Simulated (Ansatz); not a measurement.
`N[Si](O)(S)Cl` + H₂Se → `N[Si](O)(S)[SeH]` + HCl  (ligand exchange at the Si–Cl bond)

Isolated molecules relaxed with PBE0-D4/def2-TZVP in Ansatz; ΔE leaves out vibrations. CCSD(T)/CBS adds triple-zeta CCSD(T) − MP2 to the extrapolated MP2 energy (def2 sets, frozen cores). This one scheme is used for every species. For Se outer-core shells are correlated without core-valence functions, which leaves a few kJ/mol of doubt a bond. Scalar relativity is left out up to krypton. One conformer a species, not always the lowest.

```json
{"species": "`N[Si](O)(S)Cl`", "CCSD(T)/CBS(def2) energy (Eh)": "-1279.09871"}
{"species": "H₂Se", "CCSD(T)/CBS(def2) energy (Eh)": "-2401.89790"}
{"species": "`N[Si](O)(S)[SeH]`", "CCSD(T)/CBS(def2) energy (Eh)": "-3220.60120"}
{"species": "HCl", "CCSD(T)/CBS(def2) energy (Eh)": "-460.38127"}
```

Work out ΔE.

ΔE = (-3220.60120) + (-460.38127) − (-1279.09871) − (-2401.89790) = 0.01414 Eh = +37.1 kJ/mol.

Largest T1 diagnostic among the species: 0.010.

At CCSD(T), def2-SVP lies +5.9 kJ/mol from the extrapolated value and def2-TZVPP +1.8 kJ/mol. In def2-TZVPP, CCSD(T) changes the Hartree–Fock value by −14.7 kJ/mol (the triples alone add −2.1 kJ/mol) and MP2 by −16.7 kJ/mol. Leaving LDA and LC-ωPBE aside and taking each functional with its dispersion term where it has one, the values, not all of them listed here, spread over 13.0 kJ/mol, from PBE-D4 to B97M-V.
